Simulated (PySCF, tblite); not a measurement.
Isomers of C4H12OSSi3, one GFN2-xTB conformer each. Single-point energies are computed at PBE0/pcSseg-1 (PySCF, gas phase, no added dispersion term), electronic only.

Task: Rank them by PBE0/pcSseg-1 energy, lowest first (kcal/mol).
A. `[CH3:1][S@:2](=[O:3])[C:4]1=[CH:5][SiH2:6][C:7]1([SiH3:8])[SiH3:9]` with C1–S2–C4–C5 -47°
B. `[SiH3:1][SiH2:2][O:3][C@@:4]12[CH2:5][C@@H:6]1[C@H:7]2[S:8][SiH3:9]` with Si1–Si2–O3–C4 -178°, Si2–O3–C4–C5 -28°, C6–C7–S8–Si9 115°
C. `[CH:1]#[C:2][SiH2:3][S:4][Si@@H:5]([CH3:6])[CH2:7][O:8][SiH3:9]` with C2–Si3–S4–Si5 -164°, Si3–S4–Si5–C6 -165°, S4–Si5–C7–O8 59°, Si5–C7–O8–Si9 160°

Result: C (0.0), B (46.4), A (74.0).

As drawn, the lowest has a C≡C bond and an Si–O bond, which the highest lacks; the highest has a four-membered ring, an S=O bond and a C=C bond outside aromatic rings, which the lowest lacks. GFN2-xTB itself gives, in the same order: 0.0, 10.4, 65.3. Both levels put the same isomer lowest; measured from each level's own lowest isomer, the values differ by up to 36.0 kcal/mol ([SiH3][SiH2]O[C@@]12C[C@@H]1[C@H]2S[SiH3]: 10.4 against 46.4).

Task: Which frontier levels, dipoles and rotational constants go with these structures?

Result: 
| SMILES | HOMO (eV, PBE0/pcSseg-1) | LUMO (eV) | dipole (D) | A, B, C (MHz) |
| --- | --- | --- | --- | --- |
| C#C[SiH2]S[Si@@H](C)CO[SiH3] | -7.10 | -0.35 | 2.51 | 877.2, 595.1, 365.6 |
| [SiH3][SiH2]O[C@@]12C[C@@H]1[C@H]2S[SiH3] | -6.71 | -0.70 | 2.51 | 1119, 629.8, 432.2 |
| C[S@](=O)C1=C[SiH2]C1([SiH3])[SiH3] | -6.84 | -1.08 | 3.97 | 1107, 782.8, 668.0 |

Task: What happens when harmonic zero-point energies from GFN2-xTB frequencies are added?

Result: 
| SMILES | ZPE (kcal/mol) | electronic (kcal/mol) | with ZPE (kcal/mol) |
| --- | --- | --- | --- |
| C#C[SiH2]S[Si@@H](C)CO[SiH3] | 86.8 | 0.0 | 0.0 |
| [SiH3][SiH2]O[C@@]12C[C@@H]1[C@H]2S[SiH3] | 85.4 | 46.4 | 45.1 |
| C[S@](=O)C1=C[SiH2]C1([SiH3])[SiH3] | 83.9 | 74.0 | 71.1 |

The zero-point energies span 2.9 kcal/mol. The order is unchanged.
